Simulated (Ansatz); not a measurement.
Cu2, charge -1, doublet, geometry from GFN2-xTB of the parent state (such geometries of metal compounds can be far from the true shape) (a state made from the parent by changing its charge; the spin is typed, not shown lowest) (a gas-phase anion, which may not be bound at this level); Ansatz (a quantum-chemistry and plane-wave program) with CAM-B3LYP/6-31G.

The Ansatz input:
Ansatz 0.2 input:
```yaml
crystal:
  periodic: [false, false, false]
  atoms:
    - {symbol: Cu, position_ang: [-0.00000000, -0.00000000, -1.11239335]}
    - {symbol: Cu, position_ang: [0.00000000, 0.00000000, 1.11239335]}
basis:
  gaussian:
    orbitals: 6-31G
hamiltonian:
  xc: cam_b3lyp
total_charge: -1
magnetization: {spin_polarized: true, initial_magnetization: 1}
```

Problem. Predict the main parts of the log of this Ansatz run.

Solution. 
```
Functional definition: CAM-B3LYP
571 factors; integrals over basis functions are off by at most 7.9e-4 eV
109 factors; integrals over basis functions are off by at most 1.0e-3 eV
mean field evaluation 1: about -89261.9057 eV, gradient 5.3e1 eV
mean field evaluation 2: about -89247.7918 eV, gradient 1.0e2 eV
mean field evaluation 4: about -89267.5887 eV, gradient 6.9e-1 eV
mean field evaluation 8: about -89267.6625 eV, gradient 8.9e-2 eV
mean field evaluation 16: about -89267.6640 eV, gradient 7.7e-3 eV
mean field evaluation 32: about -89267.6640 eV, gradient 1.7e-5 eV
mean field -89267.66404675 eV, -3280.5261459222 hartree, gradient 1.0e-5 eV, S^2 0.793577; 2 other end points of the search recorded, 0 dependent functions left out
reference -89267.66412579 eV, -3280.5261488267 hartree; 30, 29 occupied and 28, 29 virtual orbitals, 571 factors
Total energy: -89267.66412579 eV, -3280.5261488267 hartree
```
